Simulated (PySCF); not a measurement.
A structure optimised at PBE-D3(BJ)/def2-SVP, used in a PySCF frequency run:

```xyz
6

Cl    -0.9015     1.2535    -1.6606
Si     0.0098     0.4303     0.0000
Cl    -0.9015     1.2535     1.6606
Cl     2.0111     0.9248     0.0000
Se    -0.0625    -1.8393     0.0000
H     -1.5497    -1.8279     0.0000
```
Charge 0, spin multiplicity 1.

### Question
Write its SMILES, formula and point group.

### Answer
Cl[Si](Cl)(Cl)[SeH], Cl3HSeSi, Cs

### Question
What are its rotational constants (standard atomic weights)?

### Answer
1.2659, 0.82558, 0.81467 GHz
